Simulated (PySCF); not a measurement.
PySCF input (BP86/6-31G* (5d)):

```python
from pyscf import gto, dft

mol = gto.M(
    atom='''
    C     0.58240400   -0.78592000    0.41261000
    C    -0.80110000   -0.41460300    0.65693800
    Cl   -1.63767200    0.16900700   -0.90370500
    Cl    1.79932900    0.40702800    0.39009000
    H     0.86121800   -1.73769700   -0.01329200
    H    -0.90413000    0.41500000    1.34907500
    H    -1.39307900   -1.26675400    0.97837700
    ''',
    basis='6-31g*',
    charge=0,
    spin=1,
    verbose=4,
)

mf = dft.UKS(mol, xc='bp86')
mf.grids.level = 3
mf.conv_tol = 1e-9
mf.max_cycle = 100
mf.max_memory = 1500
mf.kernel()
if not mf.converged:
    mf = mf.newton()
    mf.kernel(mf.make_rdm1())
mo, _, stable, _ = mf.stability(return_status=True)
if not stable:
    mf.kernel(mf.make_rdm1(mo, mf.mo_occ))
    stable = mf.stability(return_status=True)[2]
mf.dip_moment()
```

Output:

```
PySCF version 2.14.0

[INPUT] verbose = 4
[INPUT] num. atoms = 7
[INPUT] num. electrons = 49
[INPUT] charge = 0
[INPUT] spin (= nelec alpha-beta = 2S) = 1
[INPUT] symmetry False subgroup None
[INPUT] Mole.unit = angstrom
[INPUT] Symbol           X                Y                Z      unit          X                Y                Z       unit  Magmom
[INPUT]  1 C      0.582404000000  -0.785920000000   0.412610000000 AA    1.100584053851  -1.485173555818   0.779719896257 Bohr   0.0
[INPUT]  2 C     -0.801100000000  -0.414603000000   0.656938000000 AA   -1.513859598389  -0.783486120423   1.241432900820 Bohr   0.0
[INPUT]  3 Cl    -1.637672000000   0.169007000000  -0.903705000000 AA   -3.094751561869   0.319376943134  -1.707754947400 Bohr   0.0
[INPUT]  4 Cl     1.799329000000   0.407028000000   0.390090000000 AA    3.400239017988   0.769171445029   0.737163263932 Bohr   0.0
[INPUT]  5 H      0.861218000000  -1.737697000000  -0.013292000000 AA    1.627466153546  -3.283771417478  -0.025118239648 Bohr   0.0
[INPUT]  6 H     -0.904130000000   0.415000000000   1.349075000000 AA   -1.708558081003   0.784236341695   2.549382271498 Bohr   0.0
[INPUT]  7 H     -1.393079000000  -1.266754000000   0.978377000000 AA   -2.632537779883  -2.393818127197   1.848864576574 Bohr   0.0

nuclear repulsion = 188.185060672994
number of shells = 34
number of NR pGTOs = 168
number of NR cGTOs = 70
basis = 6-31g*
ecp = {}

******** <class 'pyscf.dft.uks.UKS'> ********
method = UKS
initial guess = minao
damping factor = 0
level_shift factor = 0
DIIS = <class 'pyscf.scf.diis.CDIIS'>
diis_start_cycle = 1
diis_space = 8
diis_damp = 0
SCF conv_tol = 1e-09
SCF conv_tol_grad = None
SCF max_cycles = 100
direct_scf = True
direct_scf_tol = 1e-13
number electrons alpha = 25  beta = 24
XC library pyscf.dft.libxc version 7.1.2
    S. Lehtola, C. Steigemann, M. J. T. Oliveira, and M. A. L. Marques,  SoftwareX 7, 1–5 (2018)
XC functionals = bp86
    A. D. Becke,  Phys. Rev. A 38, 3098 (1988)
    J. P. Perdew,  Phys. Rev. B 33, 8822 (1986)
    J. P. Perdew,  Phys. Rev. B 34, 7406–7406 (1986)
radial grids:
    Treutler-Ahlrichs [JCP 102, 346 (1995); DOI:10.1063/1.469408] (M4) radial grids

becke partition: Becke, JCP 88, 2547 (1988); DOI:10.1063/1.454033
pruning grids: <function nwchem_prune>
grids dens level: 3
symmetrized grids: False
atomic radii adjust function: <function treutler_atomic_radii_adjust>
small_rho_cutoff = 0
Set gradient conv threshold to 3.16228e-05
tot grids = 95424
init E= -998.651319373176
  alpha nocc = 25  HOMO = -0.199674628470379  LUMO = -0.0509619958610017
  beta  nocc = 24  HOMO = -0.325268143382504  LUMO = -0.199674628470381

WARN: HOMO -0.199674628470379 >= LUMO -0.199674628470381

cycle= 1 E= -998.379491340131  delta_E= 0.272  |g|= 0.175  |ddm|=  1.9
  alpha nocc = 25  HOMO = -0.173863395703269  LUMO = 0.0100492765215523
  beta  nocc = 24  HOMO = -0.197901114273597  LUMO = -0.126574065947862
  HOMO = -0.173863395703  LUMO = -0.126574065948  gap/eV = 1.28681
cycle= 2 E= -998.371473493886  delta_E= 0.00802  |g|= 0.214  |ddm|= 0.663
  alpha nocc = 25  HOMO = -0.180201356456314  LUMO = -0.000249599873164197
  beta  nocc = 24  HOMO = -0.259642469965008  LUMO = -0.130044601999039
  HOMO = -0.180201356456  LUMO = -0.130044601999  gap/eV = 1.36483
cycle= 3 E= -998.40008639622  delta_E= -0.0286  |g|= 0.057  |ddm|= 0.393
  alpha nocc = 25  HOMO = -0.193155497431668  LUMO = -0.0055090607915349
  beta  nocc = 24  HOMO = -0.257512724847058  LUMO = -0.140050364049415
  HOMO = -0.193155497432  LUMO = -0.140050364049  gap/eV = 1.44506
cycle= 4 E= -998.401752676283  delta_E= -0.00167  |g|= 0.0223  |ddm|= 0.0895
  alpha nocc = 25  HOMO = -0.191313693693903  LUMO = -0.00272037059885255
  beta  nocc = 24  HOMO = -0.256718001103575  LUMO = -0.13589686163539
  HOMO = -0.191313693694  LUMO = -0.135896861635  gap/eV = 1.50797
cycle= 5 E= -998.401999253334  delta_E= -0.000247  |g|= 0.00908  |ddm|= 0.0328
  alpha nocc = 25  HOMO = -0.191445364025267  LUMO = -0.00363937903813305
  beta  nocc = 24  HOMO = -0.257912759835899  LUMO = -0.135214245989618
  HOMO = -0.191445364025  LUMO = -0.13521424599  gap/eV = 1.53013
cycle= 6 E= -998.40204821323  delta_E= -4.9e-05  |g|= 0.00178  |ddm|= 0.0154
  alpha nocc = 25  HOMO = -0.191781365528029  LUMO = -0.00363918216623338
  beta  nocc = 24  HOMO = -0.257836988880932  LUMO = -0.135147863987186
  HOMO = -0.191781365528  LUMO = -0.135147863987  gap/eV = 1.54108
cycle= 7 E= -998.402050541664  delta_E= -2.33e-06  |g|= 0.000657  |ddm|= 0.0036
  alpha nocc = 25  HOMO = -0.191764800929144  LUMO = -0.00362466555728336
  beta  nocc = 24  HOMO = -0.257793942110259  LUMO = -0.13505864334059
  HOMO = -0.191764800929  LUMO = -0.135058643341  gap/eV = 1.54305
cycle= 8 E= -998.402050832061  delta_E= -2.9e-07  |g|= 0.000148  |ddm|= 0.00109
  alpha nocc = 25  HOMO = -0.191773697834162  LUMO = -0.00363075563587545
  beta  nocc = 24  HOMO = -0.257790791601203  LUMO = -0.135065581467561
  HOMO = -0.191773697834  LUMO = -0.135065581468  gap/eV = 1.54311
cycle= 9 E= -998.402050846159  delta_E= -1.41e-08  |g|= 4.21e-05  |ddm|= 0.000293
  alpha nocc = 25  HOMO = -0.191772177319031  LUMO = -0.00363005205416167
  beta  nocc = 24  HOMO = -0.257797052616617  LUMO = -0.135065652075597
  HOMO = -0.191772177319  LUMO = -0.135065652076  gap/eV = 1.54306
cycle= 10 E= -998.402050846852  delta_E= -6.93e-10  |g|= 3.23e-05  |ddm|= 9.41e-05
  alpha nocc = 25  HOMO = -0.191770380126993  LUMO = -0.00363129361888337
  beta  nocc = 24  HOMO = -0.25779467801954  LUMO = -0.135064869985283
  HOMO = -0.191770380127  LUMO = -0.135064869985  gap/eV = 1.54304
cycle= 11 E= -998.402050847406  delta_E= -5.54e-10  |g|= 8.68e-06  |ddm|= 4.19e-05
  alpha nocc = 25  HOMO = -0.191771373169797  LUMO = -0.00362975918131747
  beta  nocc = 24  HOMO = -0.257793409523235  LUMO = -0.135065883131817
  HOMO = -0.19177137317  LUMO = -0.135065883132  gap/eV = 1.54303
Extra cycle  E= -998.402050847355  delta_E= 5.09e-11  |g|= 1.34e-05  |ddm|= 2.11e-05
converged SCF energy = -998.402050847355  <S^2> = 0.75327844  2S+1 = 2.0032758
uhf_internal: lowest eigs of H = [0.36375072 0.36995477 0.39903239]
<class 'pyscf.dft.uks.UKS'> wavefunction is stable in the internal stability analysis
Dipole moment(X, Y, Z, Debye):  0.46536, -1.34042,  1.60915
```

The geometry given is a B3LYP-D3(BJ)/def2-TZVP minimum.
